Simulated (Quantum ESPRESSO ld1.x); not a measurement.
The europium ion Eu24+, 39 electrons, occupied as [Kr] 4d3 (the NIST ground configuration). Method: scalar-relativistic Kohn-Sham, LDA (Slater exchange, Perdew-Zunger correlation), spin-polarised, spherical densities, point nucleus; open shells are filled with parallel spins first; computed with ld1.x of Quantum ESPRESSO 7.5.

Unscreened Slater integrals over Kohn-Sham orbitals (hartree). They are taken over the spin-up orbitals.

integral     value
F0(4d,4d)   1.6180
F2(4d,4d)  0.82946
F4(4d,4d)  0.56406
F0(4d,4p)   1.6317
F2(4d,4p)  0.84244
G1(4d,4p)   1.0572
G3(4d,4p)  0.67416
F0(4d,4s)   1.6569
G2(4d,4s)  0.83306
F0(4d,3d)   2.0905
F2(4d,3d)  0.58288
F4(4d,3d)  0.28764
G0(4d,3d)  0.18814
G2(4d,3d)  0.23480
G4(4d,3d)  0.18373
F0(4p,4p)   1.6491
F2(4p,4p)  0.86542
F0(4p,4s)   1.6748
G1(4p,4s)   1.1386
F0(4p,3d)   2.1008
F2(4p,3d)  0.57881
G1(4p,3d)  0.18790
G3(4p,3d)  0.18814
F0(4s,4s)   1.7025
F0(4s,3d)   2.1475
G2(4s,3d)  0.19429
F0(3d,3d)   4.0534
F2(3d,3d)   2.0564
F4(3d,3d)   1.3207

Derived for the open shells (J is the average intra-shell exchange parameter used in DFT+U). 4d: Racah B = F2/49 - 5 F4/441 = 0.01053 hartree, C = 35 F4/441 = 0.04477 hartree, C/B = 4.25, F4/F2 = 0.680, J = (F2 + F4)/14 = 0.09954 hartree.
